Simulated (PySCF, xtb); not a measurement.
Sn(Me)2 (C₂H₆Sn), SMILES [CH3][Sn][CH3] (connectivity only; charge and spin as stated), neutral, multiplicity 1.

xtb 6.7.1 with GFN2-xTB at its own geometry gives an orbital gap of 2.78 eV and a dipole moment of 1.58 D.

Coordinates come from a PBE-D3(BJ)/def2-SVP optimisation. The def2 effective core potentials stand for the cores of Sn; spin–orbit coupling is left out.

Problem. What does B3LYP/def2-TZVPD in PySCF give? (An estimate is asked for; the answer gives what the named calculation found.)

Solution. gap 3.21 eV (levels -5.87 and -2.66 eV), dipole 0.14 D.
